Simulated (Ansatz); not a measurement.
The cluster W₄Se₈⁻, relaxed as a doublet with UKS PBE-D4/def2-SVP in Ansatz, starting from the GFN1-xTB geometry. Force threshold 0.03 eV/Å.

In the def2 sets W takes a core potential; there is no spin–orbit coupling. Another isomer (doublet) lies 1.63 eV lower at PBE0-D4/def2-TZVP; other spin states weren't run for this one.

Start:

```tsv
atom	x (Å)	y (Å)	z (Å)
W1	1.094	0.449	1.933
W2	-1.261	-0.691	1.185
W3	-0.430	-1.071	-1.290
W4	-0.295	1.460	-0.259
Se5	2.149	0.796	3.943
Se6	2.118	1.297	-0.139
Se7	1.164	-1.959	-2.947
Se8	-0.674	-0.731	-3.662
Se9	-1.185	1.614	2.097
Se10	-1.222	3.056	-1.617
Se11	-2.324	-2.324	-0.381
Se12	0.865	-1.896	1.135
```

```csv
step,energy (eV),largest force component (eV/Å),SCF passes
1,-529982.6551,1.901,59
2,-529982.8776,1.550,50
3,-529983.0418,0.272,43
4,-529983.0986,0.228,44
5,-529983.1184,0.340,45
6,-529983.1402,0.535,51
7,-529983.1908,0.244,44
8,-529983.2109,0.283,46
9,-529983.2251,0.217,46
10,-529983.2420,0.148,48
11,-529983.2597,0.359,48
13,-529983.2811,0.146,42
15,-529983.3131,0.321,43
17,-529983.3938,0.317,44
19,-529983.6024,0.433,46
21 (rejected),-529983.5327,0.977,45
23,-529983.6665,0.551,48
25 (rejected),-529983.6295,0.293,44
27 (rejected),-529983.6935,0.296,43
29 (rejected),-529983.7033,0.347,37
31,-529983.7079,0.224,36
33,-529983.7089,0.038,38
34,-529983.7094,0.023,35
```

Force components are those of the run's own axes.

End:

```xyz
12

W     1.1000    0.3940    1.9526
W    -1.1267   -1.0090    0.6946
W     0.5341   -0.5553   -1.0905
W    -0.3533    1.6780   -0.2793
Se    2.0862    0.9511    3.9654
Se    2.1288    1.3082   -0.1328
Se    0.4244   -2.4255   -2.8561
Se   -0.3190   -0.1842   -3.3513
Se   -1.3264    1.1518    1.9605
Se   -1.3786    2.9298   -1.9453
Se   -2.9190   -2.2523   -0.0874
Se    1.1495   -1.9865    1.1697
```

Bonds lost: W3–Se11 (atoms count from 1). Bonds formed: W3–Se6 (atoms count from 1). Metal–metal contacts that move far: W1–W3 3.88 to 3.24 Å.

No frequencies were taken in this run, so the end may be a saddle point.

Hardware: 2 threads of AMD EPYC 7R13 on a shared host and a share (18 GiB) of an NVIDIA H100 80GB HBM3. Wall time 3.7 min, peak host memory 1.1 GiB.
